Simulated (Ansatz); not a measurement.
`N[Si](N)(Cl)Br` + H₂ → `N[SiH](N)Cl` + HBr  (hydrogenolysis of the Si–Br bond)

Computed with Ansatz on PBE0-D4/def2-TZVP structures; ΔE is electronic, products minus reactants. CBS: MP2 limit from def2 TZ/QZ plus the TZ coupled-cluster correction, frozen cores. This one scheme is used for every species. DFT in def2-TZVPP. For Br outer-core shells are correlated without core-valence functions, which leaves a few kJ/mol of doubt a bond. Scalar relativity is left out up to krypton. One conformer a species, not always the lowest.

```tsv
species	PBE-QIDH energy (Eh)
`N[Si](N)(Cl)Br`	-3434.83758
H₂	-1.17036
`N[SiH](N)Cl`	-861.82585
HBr	-2574.15055
```

Question: Work out ΔE.

Answer: ΔE = (-861.82585) + (-2574.15055) − (-3434.83758) − (-1.17036) = 0.03154 Eh = +0.86 eV. CCSD(T)/CBS gives +0.87 eV.

Largest T1 diagnostic among the species: 0.009.

The D4 term adds +0.14 eV with B3LYP and +0.08 eV with PBE0; it sums over pairs of atoms, weighted by their polarisabilities, and B3LYP, whose exchange is more repulsive, gets the larger term. In def2-TZVPP, CCSD(T) changes the Hartree–Fock value by +0.16 eV (the triples alone add +0.05 eV) and MP2 by +0.28 eV.

B3LYP here is the variant with VWN-RPA as its local correlation; programs differ in this.
